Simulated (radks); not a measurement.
Coulomb parameter of the 3d shell of the iron ion Fe3+ in the model configuration [Ar] 3d3.5 4s1.5, as a second difference U = [E(n + 0.25) + E(n - 0.25) - 2 E(n)] / (0.25)^2 with all orbitals relaxed. "Bare": the charge of the atom changes with n. "Screened": the 4s shell takes up the change at fixed total charge, which measures U(3d,3d) + U(4s,4s) - 2 U(3d,4s). Method: scalar-relativistic Kohn-Sham, PBE, spin-unpolarised, spherical densities, finite nucleus; Fermi nuclear charge, rms radius 3.7377 fm; computed with a radial shooting solver on a logarithmic mesh with Libxc functionals.

[
 {"case": "start", "configuration": "[Ar] 3d3.5 4s1.5", "E - E(n) (eV)": "0.000"},
 {"case": "bare +0.25", "configuration": "[Ar] 3d3.75 4s1.5", "E - E(n) (eV)": "-13.019"},
 {"case": "bare -0.25", "configuration": "[Ar] 3d3.25 4s1.5", "E - E(n) (eV)": "14.308"},
 {"case": "screened +0.25", "configuration": "[Ar] 3d3.75 4s1.25", "E - E(n) (eV)": "-4.664"},
 {"case": "screened -0.25", "configuration": "[Ar] 3d3.25 4s1.75", "E - E(n) (eV)": "5.004"}
]

U(bare) = 20.621 eV, U(screened by 4s) = 5.446 eV, against the Slater integral F0(3d,3d) = 27.338 eV with frozen orbitals.
